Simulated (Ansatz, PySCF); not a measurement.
Ti(F)3(Me) (CH3F3Ti), SMILES [CH3][Ti]([F])([F])[F], multiplicity 1. Atoms are numbered in the order given.

```xyz
8

Ti     0.0000     0.0000    -0.1089
F      1.2928    -1.0491    -0.5926
F      0.2622     1.6442    -0.5925
F     -1.5550    -0.5951    -0.5925
C      0.0000     0.0000     1.9215
H     -0.1640    -1.0294     2.2799
H     -0.8095     0.6567     2.2799
H      0.9735     0.3727     2.2799
```

Geometry: PBE0-D3(BJ)/def2-SVP. The spin state was assumed, not searched. The structure was generated by enumeration; whether it is a known compound was not checked.

Two levels are set side by side: PBE-D3(BJ)/def2-SVP (Ansatz, a program for electronic structure) and PBE0-D3(BJ)/def2-SVP (Ansatz). Each level has its own optimised geometry; the coordinates shown are those of the second. Frequencies come from the Hessian of PySCF at each geometry. Differences are taken from unrounded values.

```
quantity                            PBE0-D3(BJ)
----------------------------------  -----------
mean bond length (Å)                      1.506
bond Ti1–F2 (Å)                           1.734
bond Ti1–F3 (Å)                           1.734
bond Ti1–F4 (Å)                           1.734
bond Ti1–C5 (Å)                           2.030
bond C5–H6 (Å)                            1.102
bond C5–H7 (Å)                            1.102
bond C5–H8 (Å)                            1.102
highest harmonic wavenumber (cm⁻¹)         3167
mean harmonic wavenumber (cm⁻¹)            1024
zero-point energy (kcal/mol)              26.34
```

Task: What does PBE-D3(BJ) give, and how far is it from PBE0-D3(BJ)? (An estimate is asked for; the answer gives what the named calculation found.)

Result: 
| quantity | PBE-D3(BJ) | PBE-D3(BJ) minus PBE0-D3(BJ) |
|---|---|---|
| mean bond length (Å) | 1.518 | 0.013 |
| bond Ti1–F2 (Å) | 1.748 | 0.015 |
| bond Ti1–F3 (Å) | 1.748 | 0.015 |
| bond Ti1–F4 (Å) | 1.748 | 0.015 |
| bond Ti1–C5 (Å) | 2.052 | 0.022 |
| bond C5–H6 (Å) | 1.111 | 0.008 |
| bond C5–H7 (Å) | 1.111 | 0.008 |
| bond C5–H8 (Å) | 1.111 | 0.008 |
| highest harmonic wavenumber (cm⁻¹) | 3073 | -93 |
| mean harmonic wavenumber (cm⁻¹) | 989 | -34 |
| zero-point energy (kcal/mol) | 25.46 | -0.88 |

GGA bonds tend to be longer and softer than those of functionals with exact exchange. Differences between two approximate levels are no errors against the true value.
